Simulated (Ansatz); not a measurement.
K2Se⁺. Charge 1, multiplicity 4. Geometry r2SCAN-D4/def2-TZVP; atoms count from 1.

```xyz
3

K    -3.3323   -0.8283    2.0265
K     3.3350    0.8232   -2.0242
Se   -0.0027    0.0051   -0.0024
```

At PBE0-D4/def2-TZVP a doublet of charge 1 lies 3.44 eV below the quartet, each at its own geometry. The structure comes from a short search, and lower isomers may exist.

(1) Estimate the Mulliken populations from the PBE0/def2-TZVP orbitals of Ansatz.

(2) Where does the spin sit?

Results:

(1) 
```json
{"atom": "K1", "charge (e)": "0.46", "spin (α − β)": "0.50"}
{"atom": "K2", "charge (e)": "0.46", "spin (α − β)": "0.50"}
{"atom": "Se3", "charge (e)": "0.07", "spin (α − β)": "2.01"}
```
Mulliken values and Mayer orders depend strongly on the basis.

(2) Summed by element: K 0.99, Se 2.01, of 3 unpaired in all. Largest on single atoms: Se3 2.01, K1 0.50, K2 0.50.
